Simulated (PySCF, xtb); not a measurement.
Si(Cl)3(SiH3) (Cl3H3Si2), SMILES [SiH3][Si](Cl)(Cl)Cl.

Coordinates come from a B3LYP-D3(BJ)/def2-SVP optimisation.

Level of theory: C-PCM-M06-2X/def2-SVP (PySCF).

The values are the electrostatic part of the solvation free energy, E(continuum) − E(gas) at the gas-phase geometry, in a cavity of scaled van der Waals radii (PySCF's table); cavitation and dispersion terms are not included. In vacuum the orbital gap is 10.15 eV. The dipole moment in vacuum is 1.80 D.

Computed values in water (ε = 78.36), 1-octanol (ε = 9.86), 2-propanol (ε = 19.26):
```json
[
 {"solvent": "water", "ε": "78.36", "ΔG(elec) (kcal/mol)": "-1.4", "dipole (D)": "2.33", "gap (eV)": "10.22"},
 {"solvent": "1-octanol", "ε": "9.86", "ΔG(elec) (kcal/mol)": "-1.3", "dipole (D)": "2.27", "gap (eV)": "10.21"},
 {"solvent": "2-propanol", "ε": "19.26", "ΔG(elec) (kcal/mol)": "-1.4", "dipole (D)": "2.30", "gap (eV)": "10.22"}
]
```

For comparison, GFN2-xTB/ALPB(water) (xtb, at the GFN2-xTB geometry, all terms of that model) gives -2.2 kcal/mol.
